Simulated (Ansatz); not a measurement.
Reaction (formal exchange of groups at a Te–C bond): `C=C[Te][GeH3]` + GeH₄ → `[GeH3][Te][GeH3]` + `C=C`

Computed with Ansatz on PBE0-D4/def2-TZVP structures; ΔE is electronic, products minus reactants. CBS: MP2 limit from def2 TZ/QZ plus the TZ coupled-cluster correction, frozen cores. This one scheme is used for every species. Functionals use def2-TZVPP. B3LYP here is the variant with VWN-RPA as its local correlation; programs differ in this. Elements past krypton have def2 core potentials. For Ge, Te outer-core shells are correlated without core-valence functions, which leaves a few kJ/mol of doubt a bond. Scalar relativity is left out up to krypton. One conformer a species, not always the lowest.

Question: Is it downhill or uphill in electronic energy at CCSD(T)/CBS, and by how much? (An estimate is asked.)

Answer: Computed: Downhill: ΔE = -24.2 kcal/mol.

Question: What do these levels give: PBE-D4, BLYP-D4, B97M-V, B3LYP-D4, r2SCANh-D4, CAM-B3LYP-D4, PBE, B3LYP, CAM-B3LYP, LC-ωPBE, CCSD(T)/def2-TZVPP, HF/CBS(def2)? (Best estimate.)

Answer: The calculation gave: PBE-D4 -23.2, BLYP-D4 -22.4, B97M-V -21.8, B3LYP-D4 -24.0, r2SCANh-D4 -24.6, CAM-B3LYP-D4 -23.7, PBE -23.3, B3LYP -24.1, CAM-B3LYP -23.8, LC-ωPBE -24.2, CCSD(T)/def2-TZVPP -23.4, HF/CBS(def2) -27.1 kcal/mol.

Largest T1 diagnostic among the species: 0.012.

From BLYP to BHLYP (50 % exact exchange), in def2-TZVPP and without D4, ΔE moves by −2.7 kcal/mol. Leaving LDA and LC-ωPBE aside and taking each functional with its dispersion term where it has one, the values, not all of them listed here, spread over 4.3 kcal/mol, from BHLYP-D4 to B97M-V. LDA lies +1.2 kcal/mol from PBE without D4.
